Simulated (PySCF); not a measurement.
Geometry:
| atom | x (Å) | y (Å) | z (Å) |
| --- | --- | --- | --- |
| Si1 | 0.986 | 1.717 | 0.658 |
| Cl2 | 0.993 | 1.868 | 2.721 |
| Cl3 | 2.955 | 1.719 | 0.019 |
| Cl4 | 0.089 | 3.421 | -0.100 |
| Si5 | -0.119 | -0.204 | -0.067 |
| C6 | 0.825 | -1.673 | 0.624 |
| C7 | -1.869 | -0.107 | 0.606 |
| C8 | -0.071 | -0.148 | -1.944 |
| H9 | 0.356 | -2.619 | 0.311 |
| H10 | 0.842 | -1.645 | 1.725 |
| H11 | 1.866 | -1.670 | 0.267 |
| H12 | -1.861 | -0.063 | 1.706 |
| H13 | -2.381 | 0.793 | 0.232 |
| H14 | -2.457 | -0.987 | 0.301 |
| H15 | -0.594 | 0.746 | -2.317 |
| H16 | 0.968 | -0.111 | -2.304 |
| H17 | -0.556 | -1.037 | -2.378 |

Equivalent nuclei averaged, single conformer, non-relativistic, no solvent model. Coordinates at the PBE0-D3(BJ)/def2-SVP level; shieldings: GIAO KT2/pcSseg-1; PySCF.

References, each an isolated molecule treated in the same way: ¹³C, ¹H, ²⁹Si against TMS; ³⁵Cl vs HCl.

```tsv
atoms	nucleus	count	δ (ppm)
Si1	²⁹Si	1	?
Cl2/Cl3/Cl4	³⁵Cl	3	?
Si5	²⁹Si	1	-4.6
C6/C7/C8	¹³C	3	-3.3
H9/H10/H11/H12/H13/H14/H15/H16/H17	¹H	9	0.26
```

Estimate the values marked ?.

Results:


- Si1: 49.9 ppm, silicon bonded to 3 Cl, Si
- Cl2/Cl3/Cl4: 168 ppm, chlorine bonded to Si

Shifts are as computed. Against solution values, carbons near 30 ppm lie about +2 ppm off and those near 130 ppm about -5 ppm. Of 1211 compounds with measured shifts, 218 miss one by over three times the rms of a fit or turn the order of signals round; such compounds aren't used in these exercises.
